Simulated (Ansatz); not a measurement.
All numbers were calculated with Ansatz.

A structure relaxed at PBE0-D4/def2-TZVP, charge 0, multiplicity 1:

Cartesian coordinates in Å:
```
B 0.402 0.982 1.367
B 0.127 0.023 0.044
C 1.132 -0.975 -0.625
C -1.324 0.133 -0.544
Cl -2.372 1.214 0.445
H 0.240 0.592 2.490
H 0.782 2.115 1.254
H 2.175 -0.651 -0.582
H 1.083 -1.899 -0.030
H 0.884 -1.250 -1.654
H -1.302 0.550 -1.556
H -1.828 -0.834 -0.609
```

Task: Give its formula and SMILES.

Result: C2H7B2Cl, `BB(C)CCl`.

Task: Summarise the bond lengths by kind.

Result: 1 × B–B 1.658 Å; 2 × B–H 1.199 to 1.200 Å; 2 × B–C 1.566 to 1.570 Å; 5 × C–H 1.092 to 1.100 Å; 1 × C–Cl 1.802 Å.
